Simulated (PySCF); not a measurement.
# Levels of Ga from EOM-EA-GCCSD

Reference: closed-shell Ga⁺, [Ar] 3d10 4s2; one electron is added. Calculated with PySCF 2.14, two-component X2C-1e with screened spin-orbit coupling, x2c-TZVPPall-2c with one added diffuse shell each of s, p, d type (7s8p5d1f, 63 functions); frozen [Ne]; the 4 highest virtual spinors dropped; the other 92 virtual spinors kept. No Breit or QED terms. Binding energies in eV.

| level | Koopmans | second order | EOM-CCSD | NIST |
| --- | --- | --- | --- | --- |
| 4p1/2 | 5.329 | 5.933 | 5.888 | 5.999 |
| 4p3/2 | 5.235 | 5.831 | 5.790 | 5.897 |
| 5s1/2 | 2.516 | 2.730 | 2.744 | 2.926 |
| 5p1/2 | 1.653 | 1.783 | 1.786 | 1.902 |
| 5p3/2 | 1.633 | 1.764 | 1.767 | 1.889 |
| 4d3/2 | 0.877 | 1.042 | 1.146 | 1.687 |
| 4d5/2 | 0.875 | 1.040 | 1.144 | 1.686 |

Electric-dipole lines between these computed levels:

| lower | upper | ΔE (eV) | vacuum wavelength (nm) |
| --- | --- | --- | --- |
| 4p1/2 | 5s1/2 | 3.145 | 394.3 |
| 4p1/2 | 4d3/2 | 4.742 | 261.5 |
| 4p3/2 | 5s1/2 | 3.047 | 407.0 |
| 4p3/2 | 4d3/2 | 4.644 | 267.0 |
| 4p3/2 | 4d5/2 | 4.646 | 266.9 |
| 5s1/2 | 5p1/2 | 0.957 | 1295 |
| 5s1/2 | 5p3/2 | 0.977 | 1269 |
| 5p1/2 | 4d3/2 | 0.640 | 1938 |
| 5p3/2 | 4d3/2 | 0.620 | 1999 |
| 5p3/2 | 4d5/2 | 0.622 | 1992 |

Quantum defects δ = n − Z_c √(13.6057 eV / E) with Z_c = 1: 4p1/2 2.480, 4p3/2 2.467, 5s1/2 2.773, 5p1/2 2.240, 5p3/2 2.225, 4d3/2 0.555, 4d5/2 0.552.

Gaps of this size point to the basis (7s8p5d1f), which has few functions of high l to correlate and polarise the inner shells.

The highest levels are limited by the diffuse functions of the basis.
